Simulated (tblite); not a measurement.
Species: C4H11OPSi2.
Structure used (GFN2-xTB), in Å, numbered top down from 1:
```
atom  x, y, z in Å
C1    -1.8552   -1.6475    1.0623
C2    -0.8964   -0.7944    0.7474
C3    -0.2464   -0.6955   -0.5897
Si4   -0.6885    0.9886   -1.3955
P5     0.1323    2.6741   -0.1720
Si6    1.6305   -1.0264   -0.4290
C7     2.2289    0.0652    1.0309
O8     2.8422   -0.3437    1.9808
H9    -2.2338   -2.3575    0.3448
H10   -2.2970   -1.6760    2.0436
H11   -0.5320   -0.0930    1.4905
H12   -0.6685   -1.4655   -1.2411
H13   -2.1488    1.0404   -1.5599
H14   -0.0571    1.0835   -2.7166
H15   -0.6823    3.6305   -0.7495
H16   -0.7316    2.5046    0.8953
H17    1.8906   -2.4255   -0.0944
H18    2.3426   -0.6028   -1.6382
H19    1.9607    1.1503    0.9826
```

Computed values, GFN2-xTB/tblite, gas phase, harmonic and unscaled. The method is semi-empirical: single wavenumbers can be off by several per cent or more. Modes of hydrogen on phosphorus and silicon can be 10 to 20 % off. One conformer, not necessarily the lowest.

Harmonic wavenumbers (cm⁻¹): 30.3, 48.3, 65.1, 67.8, 113.4, 132.8, 159.1, 161.8, 245.8, 284.7, 304.2, 393.6, 418.8, 466.4, 481.7, 527.1, 554.9, 604.7, 611.5, 648.0, 677.9, 691.9, 703.8, 743.8, 751.4, 776.3, 792.6, 838.3, 880.2, 952.4, 1018.6, 1102.5, 1113.7, 1147.5, 1208.3, 1306.7, 1354.7, 1412.9, 1697.2, 1753.8, 2191.1, 2218.8, 2244.7, 2284.8, 2308.1, 2386.9, 2613.7, 2938.8, 3020.9, 3096.1, 3124.8.

A = 1163, B = 893.6, C = 676.7 MHz; mass 162.009 u (most abundant isotopes); point group C1, symmetry number 1.

Task: What is the zero-point energy?

Result: ½Σν̃ = 27837 cm⁻¹ = 79.59 kcal/mol.

Task: What is S at 400 K and 1 bar for an ideal gas of classical rigid rotors and harmonic oscillators?

Result: Translation 42.64, rotation 31.38, vibration 56.74: S = 130.8 cal/(mol K).

Task: And Cp and H(400 K) − H(0)?

Result: Cp = 57.93 cal/(mol K), of which vibrations give 49.98 (their classical limit is 51 R = 101.3); H(400 K) − H(0) = 14.23 kcal/mol without the zero-point energy, 11.05 from vibrations.

Task: Blend soft modes into free rotors: weight 1/[1 + (100 cm⁻¹/ν̃)⁴] for the oscillator and the rest for a rotor with moment μB/(μ + B), μ = h/(8π²ν), B = 10⁻⁴⁴ kg m². What vibrational entropy results?

Result: 50.50 cal/(mol K) in place of 56.74, which changes −T·S at 400 K by +2.50 kcal/mol.

Task: Which modes carry the vibrational entropy at 400 K?

Result: 30.3 cm⁻¹: 6.39; 48.3 cm⁻¹: 5.47; 65.1 cm⁻¹: 4.88; 67.8 cm⁻¹: 4.80; 113.4 cm⁻¹: 3.78; 132.8 cm⁻¹: 3.47 cal/(mol K); the other 45 give 27.95 together.

Task: How do the functions run with temperature in this model?

Result: 
```json
{"T (K)": "50", "S (cal/(mol K))": "64.0", "Cp (cal/(mol K))": "17.0", "H − H(0) (kcal/mol)": "0.60", "G − H(0) (kcal/mol)": "-2.60", "ln q(vib)": "1.23"}
{"T (K)": "100", "S (cal/(mol K))": "78.1", "Cp (cal/(mol K))": "23.8", "H − H(0) (kcal/mol)": "1.63", "G − H(0) (kcal/mol)": "-6.17", "ln q(vib)": "3.36"}
{"T (K)": "298.15", "S (cal/(mol K))": "115.2", "Cp (cal/(mol K))": "48.2", "H − H(0) (kcal/mol)": "8.81", "G − H(0) (kcal/mol)": "-25.54", "ln q(vib)": "11.03"}
{"T (K)": "373.15", "S (cal/(mol K))": "126.8", "Cp (cal/(mol K))": "55.6", "H − H(0) (kcal/mol)": "12.71", "G − H(0) (kcal/mol)": "-34.62", "ln q(vib)": "13.71"}
{"T (K)": "500", "S (cal/(mol K))": "144.5", "Cp (cal/(mol K))": "65.4", "H − H(0) (kcal/mol)": "20.41", "G − H(0) (kcal/mol)": "-51.85", "ln q(vib)": "18.04"}
{"T (K)": "750", "S (cal/(mol K))": "173.8", "Cp (cal/(mol K))": "78.7", "H − H(0) (kcal/mol)": "38.56", "G − H(0) (kcal/mol)": "-91.77", "ln q(vib)": "25.81"}
{"T (K)": "1000", "S (cal/(mol K))": "197.7", "Cp (cal/(mol K))": "87.4", "H − H(0) (kcal/mol)": "59.40", "G − H(0) (kcal/mol)": "-138.30", "ln q(vib)": "32.68"}
```

q(vib) and H(0) count from the zero-point level.

Hindered rotation and anharmonicity are outside this model. Other conformers, if any are populated, would add a mixing term that is left out. The structure is chiral; the term R ln 2 for an equal mix with its mirror image is left out.

Hardware: an Intel Xeon at 2.50 GHz with one thread, shared host with 64 logical CPUs at a one-minute load of 63. Cost: 2.0 s of wall time. This covers the Hessian and the dipole derivatives.
